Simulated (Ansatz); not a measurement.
Ansatz (an electronic-structure program) input file for CH₇BN₂O, SMILES N(C)B(O)N, PBE-D3(BJ)/def2-SVP. 

Ansatz 0.2 input:
```yaml
crystal:
  periodic: [false, false, false]
  atoms:
    - {symbol: C, position_ang: [1.92430683, -0.01485334, 0.47238123]}
    - {symbol: N, position_ang: [0.78051966, -0.54302983, -0.21622505]}
    - {symbol: B, position_ang: [-0.54448865, -0.01233691, -0.15132628]}
    - {symbol: N, position_ang: [-0.84567467, 1.15026533, 0.60367024]}
    - {symbol: O, position_ang: [-1.59776923, -0.63049972, -0.79881546]}
    - {symbol: H, position_ang: [2.64729429, -0.80806705, 0.72503982]}
    - {symbol: H, position_ang: [1.61062604, 0.43597567, 1.42697641]}
    - {symbol: H, position_ang: [2.47608495, 0.76188999, -0.09433996]}
    - {symbol: H, position_ang: [0.99647903, -1.23775177, -0.91851981]}
    - {symbol: H, position_ang: [-1.79499461, 1.48872403, 0.65992042]}
    - {symbol: H, position_ang: [-0.15268534, 1.80484344, 0.93080038]}
    - {symbol: H, position_ang: [-1.36796322, -1.50146062, -1.12912589]}
basis:
  gaussian:
    orbitals: def2-SVP
hamiltonian:
  xc: pbe
  dispersion: d3bj
relax: {f_tol: 0.002, max_steps: 200}
```

It prints:

```
WARN ansatz: RAYON_NUM_THREADS=1 ignored (pool sized by the plan → 1); use --threads N
Functional definition: PBE
integrals: 0.05 GiB planned
1205 factors; their error is unknown
mean field: 0.28 GiB planned
mean field evaluation 1: about -6828.0720 eV, gradient 8.9e1 eV
mean field evaluation 2: about -6800.2812 eV, gradient 1.4e2 eV
mean field evaluation 4: about -6844.2643 eV, gradient 5.7e0 eV
mean field evaluation 8: about -6844.3377 eV, gradient 1.4e-1 eV
mean field evaluation 16: about -6844.2867 eV, gradient 1.8e-3 eV
mean field -6844.28670233 eV, -251.5228970864 hartree, gradient 7.2e-5 eV, S^2 0.000000; 0 other end points of the search recorded, 0 dependent functions left out
the calculation of the forces begins
reference -6844.28673708 eV, -251.5228983636 hartree; 20, 20 occupied and 85, 85 virtual orbitals, 1205 factors
relax step   1: F+E_penalty+E_count = -6844.49510311 eV  Δ(F+E_penalty+E_count) = +0.000e0 eV  max|allowed force component| = 5.322e-1 eV/Å  Δτ_max = 0.0000 Å  (29 SCF iters, accepted)
these checks for a lower state are left out or cut short: starts, cluster_reference, orbital_swaps, neighbouring_geometries, increment
integrals: 0.05 GiB planned
1205 factors; their error is unknown
mean field: 0.28 GiB planned
mean field -6844.30615053 eV, -251.5236117946 hartree, gradient 1.9e-5 eV, S^2 0.000000; 0 other end points of the search recorded, 0 dependent functions left out
the calculation of the forces begins
reference -6844.30618547 eV, -251.5236130788 hartree; 20, 20 occupied and 85, 85 virtual orbitals, 1205 factors
relax step   2: F+E_penalty+E_count = -6844.51360492 eV  Δ(F+E_penalty+E_count) = -1.850e-2 eV  max|allowed force component| = 2.142e-1 eV/Å  Δτ_max = 0.0159 Å  (32 SCF iters, accepted)
these checks for a lower state are left out or cut short: starts, cluster_reference, orbital_swaps, neighbouring_geometries, increment
integrals: 0.05 GiB planned
1205 factors; their error is unknown
mean field: 0.28 GiB planned
mean field evaluation 32: about -6844.3086 eV, gradient 1.9e-5 eV
mean field -6844.30862132 eV, -251.5237025944 hartree, gradient 1.9e-5 eV, S^2 0.000000; 0 other end points of the search recorded, 0 dependent functions left out
the calculation of the forces begins
reference -6844.30865634 eV, -251.5237038814 hartree; 20, 20 occupied and 85, 85 virtual orbitals, 1205 factors
relax step   3: F+E_penalty+E_count = -6844.51571225 eV  Δ(F+E_penalty+E_count) = -2.107e-3 eV  max|allowed force component| = 4.005e-2 eV/Å  Δτ_max = 0.0135 Å  (32 SCF iters, accepted)
these checks for a lower state are left out or cut short: starts, cluster_reference, orbital_swaps, neighbouring_geometries, increment
integrals: 0.05 GiB planned
1205 factors; their error is unknown
mean field: 0.28 GiB planned
mean field -6844.30876073 eV, -251.5237077178 hartree, gradient 1.9e-5 eV, S^2 0.000000; 0 other end points of the search recorded, 0 dependent functions left out
the calculation of the forces begins
reference -6844.30879576 eV, -251.5237090049 hartree; 20, 20 occupied and 85, 85 virtual orbitals, 1205 factors
relax step   4: F+E_penalty+E_count = -6844.51589509 eV  Δ(F+E_penalty+E_count) = -1.828e-4 eV  max|allowed force component| = 5.781e-2 eV/Å  Δτ_max = 0.0098 Å  (31 SCF iters, accepted)
these checks for a lower state are left out or cut short: starts, cluster_reference, orbital_swaps, neighbouring_geometries, increment
integrals: 0.05 GiB planned
1205 factors; their error is unknown
mean field: 0.28 GiB planned
mean field -6844.30899924 eV, -251.5237164828 hartree, gradient 1.9e-5 eV, S^2 0.000000; 0 other end points of the search recorded, 0 dependent functions left out
the calculation of the forces begins
reference -6844.30903428 eV, -251.5237177704 hartree; 20, 20 occupied and 85, 85 virtual orbitals, 1205 factors
relax step   5: F+E_penalty+E_count = -6844.51619584 eV  Δ(F+E_penalty+E_count) = -3.007e-4 eV  max|allowed force component| = 2.159e-2 eV/Å  Δτ_max = 0.0123 Å  (31 SCF iters, accepted)
these checks for a lower state are left out or cut short: starts, cluster_reference, orbital_swaps, neighbouring_geometries, increment
integrals: 0.05 GiB planned
1205 factors; their error is unknown
mean field: 0.28 GiB planned
mean field -6844.30902299 eV, -251.5237173557 hartree, gradient 1.9e-5 eV, S^2 0.000000; 0 other end points of the search recorded, 0 dependent functions left out
the calculation of the forces begins
reference -6844.30905802 eV, -251.5237186430 hartree; 20, 20 occupied and 85, 85 virtual orbitals, 1205 factors
relax step   6: F+E_penalty+E_count = -6844.51629955 eV  Δ(F+E_penalty+E_count) = -1.037e-4 eV  max|allowed force component| = 3.701e-2 eV/Å  Δτ_max = 0.0082 Å  (31 SCF iters, accepted)
these checks for a lower state are left out or cut short: starts, cluster_reference, orbital_swaps, neighbouring_geometries, increment
integrals: 0.05 GiB planned
1205 factors; their error is unknown
mean field: 0.28 GiB planned
mean field -6844.30905120 eV, -251.5237183923 hartree, gradient 1.9e-5 eV, S^2 0.000000; 0 other end points of the search recorded, 0 dependent functions left out
the calculation of the forces begins
reference -6844.30908623 eV, -251.5237196796 hartree; 20, 20 occupied and 85, 85 virtual orbitals, 1205 factors
relax step   7: F+E_penalty+E_count = -6844.51632517 eV  Δ(F+E_penalty+E_count) = -2.563e-5 eV  max|allowed force component| = 1.948e-2 eV/Å  Δτ_max = 0.0047 Å  (32 SCF iters, accepted)
these checks for a lower state are left out or cut short: starts, cluster_reference, orbital_swaps, neighbouring_geometries, increment
integrals: 0.05 GiB planned
1205 factors; their error is unknown
mean field: 0.28 GiB planned
mean field evaluation 64: about -6844.3091 eV, gradient 1.1e-4 eV
mean field -6844.30907225 eV, -251.5237191658 hartree, gradient 2.1e-5 eV, S^2 0.000000; 0 other end points of the search recorded, 0 dependent functions left out
the calculation of the forces begins
reference -6844.30910728 eV, -251.5237204532 hartree; 20, 20 occupied and 85, 85 virtual orbitals, 1205 factors
relax step   8: F+E_penalty+E_count = -6844.51634632 eV  Δ(F+E_penalty+E_count) = -2.114e-5 eV  max|allowed force component| = 4.941e-3 eV/Å  Δτ_max = 0.0029 Å  (22 SCF iters, accepted)
these checks for a lower state are left out or cut short: starts, cluster_reference, orbital_swaps, neighbouring_geometries, increment
integrals: 0.05 GiB planned
1205 factors; their error is unknown
mean field: 0.28 GiB planned
mean field -6844.30907504 eV, -251.5237192684 hartree, gradient 9.3e-6 eV, S^2 0.000000; 0 other end points of the search recorded, 0 dependent functions left out
the calculation of the forces begins
reference -6844.30911007 eV, -251.5237205557 hartree; 20, 20 occupied and 85, 85 virtual orbitals, 1205 factors
relax step   9: F+E_penalty+E_count = -6844.51634870 eV  Δ(F+E_penalty+E_count) = -2.385e-6 eV  max|allowed force component| = 2.751e-3 eV/Å  Δτ_max = 0.0012 Å  (23 SCF iters, accepted)
these checks for a lower state are left out or cut short: starts, cluster_reference, orbital_swaps, neighbouring_geometries, increment
integrals: 0.05 GiB planned
1205 factors; their error is unknown
mean field: 0.28 GiB planned
mean field -6844.30908485 eV, -251.5237196288 hartree, gradient 5.8e-6 eV, S^2 0.000000; 0 other end points of the search recorded, 0 dependent functions left out
the calculation of the forces begins
reference -6844.30911988 eV, -251.5237209161 hartree; 20, 20 occupied and 85, 85 virtual orbitals, 1205 factors
relax step  10: F+E_penalty+E_count = -6844.51635012 eV  Δ(F+E_penalty+E_count) = -1.416e-6 eV  max|allowed force component| = 9.850e-4 eV/Å  Δτ_max = 0.0011 Å  (21 SCF iters, accepted)
integrals: 0.05 GiB planned
1205 factors; their error is unknown
mean field: 0.28 GiB planned
mean field evaluation 96: about -6844.3091 eV, gradient 3.1e-4 eV
mean field -6844.30908485 eV, -251.5237196288 hartree, gradient 5.9e-6 eV, S^2 0.000000; 1 other end points of the search recorded, 0 dependent functions left out
the calculation of the forces begins
reference -6844.30911988 eV, -251.5237209161 hartree; 20, 20 occupied and 85, 85 virtual orbitals, 1205 factors
Total energy: -6844.51638515 eV, -251.5313377743 hartree
Atom 0 at     1.931143    -0.022348     0.480920 Å, force     0.000721     0.000122     0.000417 eV/Å
Atom 1 at     0.784803    -0.543103    -0.227317 Å, force    -0.000323    -0.000381    -0.000968 eV/Å
Atom 2 at    -0.549363    -0.011938    -0.156633 Å, force    -0.000350    -0.000221    -0.000985 eV/Å
Atom 3 at    -0.848894     1.150250     0.617453 Å, force     0.000004     0.000047     0.000504 eV/Å
Atom 4 at    -1.615960    -0.633580    -0.804356 Å, force     0.000650     0.000141     0.000290 eV/Å
Atom 5 at     2.661044    -0.823026     0.729060 Å, force     0.000197     0.000094     0.000363 eV/Å
Atom 6 at     1.604237     0.417150     1.446152 Å, force     0.000113     0.000133     0.000064 eV/Å
Atom 7 at     2.493200     0.771998    -0.070509 Å, force    -0.000184    -0.000151    -0.000024 eV/Å
Atom 8 at     1.010352    -1.215484    -0.960674 Å, force    -0.000412     0.000144     0.000218 eV/Å
Atom 9 at    -1.806524     1.491100     0.675077 Å, force    -0.000150    -0.000050    -0.000009 eV/Å
Atom 10 at    -0.151112     1.839704     0.884963 Å, force    -0.000003     0.000185     0.000080 eV/Å
Atom 11 at    -1.381191    -1.527023    -1.103700 Å, force    -0.000263    -0.000063     0.000049 eV/Å
Dipole moment:     0.301508    -0.055972    -0.034070 e Å
```

Self-consistency was reached.
